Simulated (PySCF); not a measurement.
C2H10N2Si2. Atoms are numbered in the order given.

```xyz
16

C      0.5344    -1.0918     1.7045
C     -0.0239    -0.3257     0.5272
N      0.6455     0.1238    -0.4611
Si     2.3344     0.1025    -0.9216
Si    -1.9178     0.0071     0.4619
N     -2.0927     1.1315    -0.8279
H      0.0086    -2.0567     1.8079
H      0.3408    -0.5323     2.6357
H      1.6145    -1.2798     1.6179
H      2.7659     1.5225    -1.0470
H      2.4091    -0.5547    -2.2563
H      3.2898    -0.5981    -0.0020
H     -2.3746     0.5342     1.7848
H     -2.6072    -1.3151     0.2861
H     -1.2594     1.1923    -1.4132
H     -2.9521     1.2725    -1.3456
```

The structure is a stationary point at B3LYP-D3(BJ)/def2-SVP. The structure was generated by enumeration; whether it is a known compound was not checked. The values are those of a single conformer.

These are PySCF with B3LYP-D3(BJ)/def2-SVP values and carry that method's errors.

Frequencies are harmonic and unscaled.

Computed normal modes with their intensities:
| mode | ν (cm⁻¹) | IR (km/mol) | moving atoms (share of kinetic energy) |
|---|---|---|---|
| 1 | 56 | 1.8 | H 35 %, N 30 %, Si 22 %, C 13 % |
| 2 | 83 | 0.5 | H 97 % |
| 3 | 115 | 0.4 | H 89 % |
| 4 | 124 | 0.8 | N 42 %, Si 22 %, H 22 %, C 14 % |
| 5 | 147 | 0.5 | N 48 %, H 30 %, C 12 %, Si 9 % |
| 6 | 213 | 7.1 | N 30 %, H 26 %, C 24 %, Si 19 % |
| 7 | 229 | 74.8 | H 89 %, N 10 % |
| 8 | 285 | 0.8 | H 29 %, C 28 %, Si 22 %, N 20 % |
| 9 | 356 | 11.8 | Si 46 %, H 29 %, C 12 %, N 12 % |
| 10 | 379 | 12.8 | H 51 %, C 20 %, Si 19 %, N 11 % |
| 11 | 428 | 102.1 | H 72 %, N 18 % |
| 12 | 582 | 26.7 | H 46 %, C 31 %, N 14 %, Si 10 % |
| 13 | 630 | 49.4 | H 64 %, C 22 %, Si 12 % |
| 14 | 708 | 33.7 | H 79 %, N 13 % |
| 15 | 717 | 60.4 | H 41 %, N 38 %, Si 16 % |
| 16 | 726 | 74.2 | H 76 %, N 13 %, Si 11 % |
| 17 | 741 | 57.6 | H 44 %, C 28 %, Si 17 %, N 12 % |
| 18 | 767 | 16.9 | H 89 % |
| 19 | 873 | 29.2 | N 50 %, Si 31 %, H 19 % |
| 20 | 923 | 443.3 | H 77 %, Si 12 % |
| 21 | 937 | 120.4 | H 88 % |
| 22 | 961 | 56.8 | H 97 % |
| 23 | 968 | 180.8 | H 75 %, C 17 % |
| 24 | 988 | 62.8 | H 64 %, C 18 %, Si 10 %, N 8 % |
| 25 | 1003 | 0.6 | H 59 %, C 39 % |
| 26 | 1013 | 114.3 | H 91 % |
| 27 | 1161 | 9.3 | C 66 %, H 30 % |
| 28 | 1369 | 18.7 | H 77 %, C 23 % |
| 29 | 1441 | 15.7 | H 95 % |
| 30 | 1445 | 13.3 | H 95 % |
| 31 | 1507 | 78.3 | H 89 %, N 11 % |
| 32 | 1734 | 202.1 | C 53 %, N 45 % |
| 33 | 2155 | 171.3 | H 96 % |
| 34 | 2170 | 160.9 | H 97 % |
| 35 | 2194 | 151.0 | H 97 % |
| 36 | 2231 | 120.4 | H 96 % |
| 37 | 2234 | 88.2 | H 98 % |
| 38 | 3020 | 4.8 | H 97 % |
| 39 | 3091 | 4.6 | H 91 %, C 9 % |
| 40 | 3131 | 8.9 | H 90 %, C 10 % |
| 41 | 3527 | 38.9 | H 95 % |
| 42 | 3666 | 58.0 | H 92 %, N 8 % |
